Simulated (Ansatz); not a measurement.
Mulliken charges of CH2BF3O (`OC(F)(F)BF`) from B3LYP/def2-TZVPP in Ansatz (PBE0-D4/def2-TZVP geometry).

```json
{"atom": "O1", "x (Å)": "-1.291", "y (Å)": "0.044", "z (Å)": "0.608", "charge (e)": "-0.272"}
{"atom": "C2", "x (Å)": "0.036", "y (Å)": "-0.057", "z (Å)": "0.404", "charge (e)": "0.448"}
{"atom": "F3", "x (Å)": "0.706", "y (Å)": "0.893", "z (Å)": "1.133", "charge (e)": "-0.209"}
{"atom": "F4", "x (Å)": "0.504", "y (Å)": "-1.253", "z (Å)": "0.886", "charge (e)": "-0.209"}
{"atom": "B5", "x (Å)": "0.462", "y (Å)": "0.081", "z (Å)": "-1.139", "charge (e)": "0.209"}
{"atom": "F6", "x (Å)": "-0.463", "y (Å)": "0.275", "z (Å)": "-2.042", "charge (e)": "-0.192"}
{"atom": "H7", "x (Å)": "-1.472", "y (Å)": "-0.047", "z (Å)": "1.553", "charge (e)": "0.201"}
{"atom": "H8", "x (Å)": "1.609", "y (Å)": "0.007", "z (Å)": "-1.459", "charge (e)": "0.023"}
```

Question: By hand: the dipole of these point charges (1 e Å = 4.8032 D).

Answer: Σ q r = (0.041, -0.007, 0.026) e Å, of length 0.049 e Å = 0.24 D.

Question: How does the dipole of the full density compare? (Best estimate.)

Answer: Ansatz gave: (-0.063, -0.003, 0.077) e Å, 0.48 D; the point charges give 0.50 times that, at 97° from its direction.

Point charges leave out the atoms' own dipoles, such as those of lone pairs, and Mulliken's split depends on the basis, so the two needn't agree.

B3LYP here is the variant with VWN-RPA as its local correlation; programs differ in this.
